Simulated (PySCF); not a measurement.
Compound: AlH8NOSi.
Cartesian coordinates in Å at the PBE0-D3(BJ)/def2-SVP level; atoms count from 1:
```xyz
12
AlH8NOSi angstrom
N      2.1507   -0.4577    0.2261
Al     0.8550    1.1392    0.2300
O     -0.5953    0.1894    0.1082
Si    -2.1478   -0.2854   -0.0604
H      3.1349   -0.1925    0.2848
H      2.0268   -1.0039   -0.6282
H      1.9483   -1.0783    1.0117
H      1.3164    1.9008   -1.1001
H      1.1668    1.7784    1.6632
H     -2.2139   -1.7677   -0.2840
H     -2.8137    0.3761   -1.2288
H     -2.9597    0.0199    1.1616
```

Level of theory: PBE0-D3(BJ)/def2-SVP geometry optimisation, gas phase in PySCF.

Question: Which atoms are bound to Al2, and at what distances?

Answer: 4 atoms: H9 1.600 Å, H8 1.601 Å, O3 1.738 Å, N1 2.056 Å. The nearest atom not counted as bound is H6, at 2.59 Å (others tie with it).

Question: List the angles at Al2.

Answer: 
| angle | degrees | distance of the outer atoms (Å) |
| --- | --- | --- |
| H8–Al2–H9 | 119.9 | 2.77 |
| O3–Al2–H9 | 116.3 | 2.84 |
| O3–Al2–H8 | 116.3 | 2.84 |
| N1–Al2–H9 | 100.9 | 2.83 |
| N1–Al2–H8 | 100.7 | 2.83 |
| N1–Al2–O3 | 95.8 | 2.82 |

Question: Describe the arrangement about Al2 in numbers.

Answer: Angles from 95.8° to 119.9°; τ4 = (360° − α − β)/141° = 0.88 with α and β the two widest (0 for a square, 1 for a tetrahedron).

Question: What are the other bond lengths?

Answer: O3–Si4 1.632 Å; N1–H5, N1–H6, N1–H7 1.021 Å; Si4–H10, Si4–H11, Si4–H12 1.499 Å.

Question: Give some angles away from the centre.

Answer: Al2–O3–Si4 163.7°.

Question: What are the rotational constants (commonest isotopes, rigid rotor)?

Answer: A = 9691, B = 1841, C = 1629 MHz: a near-prolate asymmetric top.

Point group: near Cs, missed by 0.22 Å at most; the miss may be what the optimiser left on a soft mode. Charge 0, singlet. Whether it is a minimum is left open (no frequencies).

The run took 42 s wall on one thread, x86-64 server, no GPU (shared host). This is the geometry optimisation.

One conformer stands for the species.
